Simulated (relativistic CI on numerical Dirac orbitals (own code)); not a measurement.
# Electric-dipole transitions in Mn15+

Calculated at this level of theory: Dirac-Coulomb-Breit CI, KLI orbitals optimised for each configuration, model QED (radiative potential, 1s self-energy scaled to tabulated hydrogen-like ionisation energies), unscaled Slater integrals (own radial code, finite nucleus).

Configuration list (outside the closed core 1s2): 2s²2p⁶, 2s²2p⁵3s, 2s²2p⁵3p, 2s²2p⁵3d, 2s2p⁶3s, 2s2p⁶3p, 2s2p⁶3d, 2s²2p⁵4s, 2s²2p⁵4p, 2s²2p⁵4d, 2s²2p⁵4f, 2s²2p⁴3s², 2s2p⁶4s, 2s2p⁶4p, 2s²2p⁴3s3p, 2s2p⁶4d. Levels of other configurations are missing.

```
λ vac (Å)               Lower               Upper   A (s⁻¹)        gf  Branching (%)
   13.482      2s²2p⁶ ¹S0 [1]  2s²2p⁵4d ¹P°1 [71]  6.73e+12  5.50e-01           94.1
   13.628      2s²2p⁶ ¹S0 [1]  2s²2p⁵4d ³D°1 [59]  4.54e+12  3.79e-01           91.5
   16.612      2s²2p⁶ ¹S0 [1]  2s²2p⁵3d ¹P°1 [27]  2.09e+13  2.60e+00           99.9
   16.895      2s²2p⁶ ¹S0 [1]  2s²2p⁵3d ³D°1 [23]  3.97e+12  5.10e-01           99.7
   51.901   2s²2p⁵3s ³P°2 [2]   2s²2p⁵4p ³D3 [44]  1.87e+11  5.28e-01           75.7
   55.656   2s²2p⁵3p ³D1 [12]  2s²2p⁵4d ³F°2 [68]  3.53e+11  8.20e-01           83.2
   55.748    2s²2p⁵3p ³D2 [7]  2s²2p⁵4d ³F°3 [56]  3.54e+11  1.15e+00           83.0
   56.123    2s²2p⁵3p ³D3 [8]  2s²2p⁵4d ³F°4 [54]  4.27e+11  1.81e+00           99.4
   56.294   2s²2p⁵3p ³P1 [13]  2s²2p⁵4d ³D°2 [69]  3.62e+11  8.61e-01           85.0
   56.298   2s²2p⁵3p ³D2 [14]  2s²2p⁵4d ³F°3 [70]  4.23e+11  1.41e+00           99.0
   56.522   2s²2p⁵3p ³P2 [10]  2s²2p⁵4d ³D°3 [58]  3.46e+11  1.16e+00           81.5
   65.607  2s²2p⁵3d ³P°1 [17]   2s²2p⁵4f ³D2 [63]  5.11e+11  1.65e+00           48.5
   66.089  2s²2p⁵3d ³P°2 [18]   2s²2p⁵4f ³F3 [64]  6.83e+11  3.13e+00           66.5
   66.190  2s²2p⁵3d ³P°2 [18]   2s²2p⁵4f ³D2 [63]  3.17e+11  1.04e+00           30.1
   66.328  2s²2p⁵3d ³F°4 [19]   2s²2p⁵4f ³G5 [61]  1.00e+12  7.28e+00          100.0
   66.552  2s²2p⁵3d ³F°2 [24]   2s²2p⁵4f ³G3 [72]  9.25e+11  4.30e+00           92.4
   66.622  2s²2p⁵3d ³F°3 [20]   2s²2p⁵4f ¹G4 [60]  8.68e+11  5.20e+00           86.9
   66.721  2s²2p⁵3d ³D°2 [25]   2s²2p⁵4f ³D3 [74]  9.02e+11  4.22e+00           87.8
   66.950  2s²2p⁵3d ¹F°3 [26]   2s²2p⁵4f ³G4 [73]  9.80e+11  5.93e+00           98.3
   67.014  2s²2p⁵3d ¹D°2 [21]   2s²2p⁵4f ¹F3 [66]  8.05e+11  3.79e+00           80.7
   67.353  2s²2p⁵3d ³D°3 [22]   2s²2p⁵4f ³F4 [67]  8.17e+11  5.00e+00           82.3
   68.969  2s²2p⁵3d ³D°1 [23]   2s²2p⁵4f ³F2 [65]  5.23e+11  1.87e+00           52.5
   69.743  2s²2p⁵3d ¹P°1 [27]   2s²2p⁵4f ³F2 [75]  5.96e+11  2.17e+00           59.3
   96.586   2s²2p⁵3s ³P°2 [2]    2s2p⁶3s ³S1 [28]  8.81e+10  3.70e-01           59.8
   287.09    2s²2p⁵3p ³D2 [7]  2s²2p⁵3d ³F°3 [20]  1.02e+10  8.86e-01           85.0
   296.53   2s²2p⁵3p ³D2 [14]  2s²2p⁵3d ¹F°3 [26]  1.12e+10  1.03e+00           98.3
   296.62   2s²2p⁵3p ³P2 [10]  2s²2p⁵3d ³D°3 [22]  9.24e+09  8.53e-01           77.8
   300.84    2s²2p⁵3p ³D3 [8]  2s²2p⁵3d ³F°4 [19]  1.06e+10  1.29e+00          100.0
   372.62   2s²2p⁵3s ³P°1 [5]   2s²2p⁵3p ³D2 [14]  5.84e+09  6.08e-01           89.2
   374.95   2s²2p⁵3s ³P°2 [2]    2s²2p⁵3p ³D3 [8]  5.75e+09  8.48e-01          100.0
```

Terms are leading LS components. Brackets give the number of a level in order of energy, since labels repeat. The list gives strong lines, with weight on those to low levels, without lines whose two gauges differ by over a factor of 2.5, among the lowest 85 of 132 levels, so that lines to higher ones, which can be the strongest, are missing. Levels whose partners in the same complex of configurations lie outside the list can be far off, and so can their lines. Rates are taken at the computed energies, electric ones in the length gauge.

At this charge energies of transitions that change n are usually good to better than 1 %, and those within a shell (Δn = 0) to a few per cent.

LS names give the leading component of a level, which can be under half, so a name can repeat, a term be missing and a line seem to break the LS rules.
